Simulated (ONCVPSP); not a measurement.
An all-electron radial function and its pseudo partner (Gd (Z = 64))

Columns: radius, all-electron u(r) and pseudo u(r) of the 5p shell (level -37.17 eV) of gadolinium in the configuration [Kr] 4d10 4f7 5s2 5p6 5d1 6s0.5; PBE, scalar-relativistic, ONCV scheme, ONCVPSP 4.0.1.

```csv
r (bohr),all-electron,pseudo
0.103,0.0556,0.0094
0.205,0.2809,0.0372
0.308,-0.1336,0.0840
0.410,-0.4402,0.1488
0.513,-0.4419,0.2319
0.615,-0.2363,0.3292
0.718,0.0498,0.4377
0.820,0.3264,0.5487
0.923,0.5586,0.6564
1.025,0.7290,0.7509
1.128,0.8431,0.8275
1.230,0.9063,0.8803
1.332,0.9296,0.9076
1.435,0.9223,0.9092
1.538,0.8926,0.8872
1.640,0.8482,0.8468
1.743,0.7939,0.7938
1.845,0.7349,0.7349
1.948,0.6734,0.6734
2.050,0.6128,0.6128
2.153,0.5535,0.5535
2.255,0.4978,0.4978
2.358,0.4452,0.4452
2.460,0.3971,0.3971
2.562,0.3530,0.3530
2.665,0.3125,0.3125
```

Question: How many radial nodes do the two functions have?

Answer: The all-electron 5p function has n − l − 1 = 3 (the table is too coarse to show those close to the nucleus); the pseudo-wave has 0, since the states of the same l below it are removed with the core.

Question: At about which radius was the pseudo-wave matched?

Answer: 1.85 bohr. The columns agree to 0.0005 from 1.74 bohr on; several derivatives are matched, so the curves merge somewhat inside the radius.

Question: Where does each function peak?

Answer: Outermost all-electron maximum near 1.33 bohr, pseudo maximum near 1.44 bohr (to the table’s step).

Question: Is the pseudo-wave norm-conserving?

Answer: Yes: the ONCV scheme keeps the norm inside the radius equal to the all-electron one, which fixes the energy derivative of the logarithmic derivative at the level.
